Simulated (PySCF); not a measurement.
PbN⁻ at RHF

Level: RHF. PySCF, scalar-relativistic core potentials, basis sets Pb aug-cc-pVDZ-PP with ECP60, N aug-cc-pVDZ.

```
state                                                                                                             : ¹Σ⁺ (singlet), closed shell
bond length                                                                                                       : 1.929 Å
harmonic wavenumber                                                                                               : 843 cm⁻¹
force constant                                                                                                    : 5.50 mdyn/Å
rotational constant Be                                                                                            : 0.3452 cm⁻¹
anharmonicity ωexe                                                                                                : 2.44 cm⁻¹
vibration–rotation constant αe                                                                                    : 0.00154 cm⁻¹
well depth De to Pb⁻ + N                                                                                          : -2.19 eV
dissociation energy D0                                                                                            : -2.24 eV
HOMO–LUMO gap                                                                                                     : 6.83 eV
bond order (Mayer)                                                                                                : 2.31
dipole moment (positive dipole points towards N; it is taken about the centre of mass and depends on that origin) : -6.64 D
```

These are scalar-relativistic numbers at best; spin–orbit coupling would shift them, the dissociation energy most. For an ion De counts to the pair picked by the measured ionisation energies or electron affinities, which need not be the lowest pair at this level. Where the molecule has an RHF reference, its open-shell atoms are computed with UHF. The restricted Hartree–Fock solution is unstable towards spin polarisation at this distance. Hartree–Fock leaves out correlation, which carries a large part of most bond energies and some tenths to 1 eV of ionisation energies. A negative De means that the minimum lies above the separated atoms at that level.
